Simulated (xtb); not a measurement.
Al(NHMe)(OH)2 (CH6AlNO2), SMILES C[NH][Al]([OH])[OH]. All values are semi-empirical tight-binding results from xtb (GFN2-xTB unless named), good for trends rather than for accurate numbers. Geometry optimised at GFN2-xTB. The structure was generated by enumeration; whether it is a known compound was not checked. One conformer was computed; it need not be the lowest.

Optimised geometry:

```xyz
11

Al    -0.0424     0.0122     0.5573
N      0.4712    -0.5931    -1.0439
C      0.1788    -0.0516    -2.3564
H      1.0535    -1.4172    -1.1025
H     -0.3536    -0.7771    -2.9813
H      1.0924     0.2490    -2.8813
H     -0.4517     0.8260    -2.2372
O     -0.9827     1.3629     0.5617
H     -1.4896     2.0567     0.9561
O      0.4163    -0.7624     1.9407
H      0.8608    -1.4386     2.4274
```

For metal compounds this method's bond lengths and energies can be far off.

Computed properties:
```json
{
 "point_group_as_xtb_finds_it": "Cs",
 "orbital_gap": "3.24 eV",
 "zero_point_energy": "48.7 kcal/mol",
 "G − E(el) at 298.15 K (modified RRHO)": "28.6 kcal/mol"
}
```

Computed atomic charges and the Wiberg bond orders between heavy atoms:
charges (e) Al1 0.38, N2 -0.30, C3 -0.03, H4 0.15, H5 0.03, H6 0.03, H7 0.05, O8 -0.46, H9 0.31, O10 -0.47, H11 0.30. Bond orders Al1–N2 1.23, N2–C3 1.02, Al1–O8 1.35, Al1–O10 1.32.
